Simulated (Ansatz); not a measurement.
Input for Ansatz (an electronic-structure program): R-wB97M-V/def2-TZVPP on CH4OSn (SMILES C[O][SnH]), a point of a torsion scan. Elements past Kr take the def2 small-core potentials; no spin–orbit coupling.

Ansatz 0.2 input:
```yaml
crystal:
  periodic: [false, false, false]
  atoms:
    - {symbol: C, position_ang: [-0.99596405, -0.26916469, 0.10509522]}
    - {symbol: O, position_ang: [0.15778502, 0.50862175, -0.07580965]}
    - {symbol: Sn, position_ang: [1.94936841, 1.33035928, -0.15137462]}
    - {symbol: H, position_ang: [-0.88750808, -1.23820245, -0.38518304]}
    - {symbol: H, position_ang: [-1.85500213, 0.25082741, -0.32586689]}
    - {symbol: H, position_ang: [-1.17645076, -0.43018047, 1.17039156]}
    - {symbol: H, position_ang: [3.11200410, 0.06874424, -1.12798058]}
basis:
  gaussian:
    orbitals: def2-TZVPP
hamiltonian:
  xc: {name: wB97M-V}
scf: {lower_state_search: off}
```

Program output:

```
WARN ansatz: RAYON_NUM_THREADS=1 ignored (pool sized by the plan → 1); use --threads N
Functional definition: wB97M-V
these checks for a lower state are left out or cut short: stability, starts, cluster_reference, orbital_swaps, neighbouring_geometries, increment
integrals: 0.10 GiB planned
999 factors; their error is unknown
integrals: 0.13 GiB planned
232 factors; integrals over basis functions are off by at most 3.9e-5 eV
mean field: 0.86 GiB planned
mean field evaluation 1: about -8973.3446 eV, gradient 5.1e1 eV
mean field evaluation 2: about -8964.7857 eV, gradient 8.7e1 eV
mean field evaluation 4: about -8978.5182 eV, gradient 3.0e0 eV
mean field evaluation 8: about -8978.5434 eV, gradient 6.8e-2 eV
mean field evaluation 16: about -8978.5839 eV, gradient 1.1e-4 eV
mean field -8978.58390890 eV, -329.9568727493 hartree, gradient 1.6e-6 eV, S^2 0.000000; 0 other end points of the search recorded, 0 dependent functions left out
reference -8978.58396225 eV, -329.9568747098 hartree; 20, 20 occupied and 148, 148 virtual orbitals, 999 factors
Total energy: -8978.58396225 eV, -329.9568747098 hartree
Checks for a lower state left out: stability, starts, cluster_reference, orbital_swaps, neighbouring_geometries, increment
```

The run converged.

Cost: around 5 core-seconds (rough).
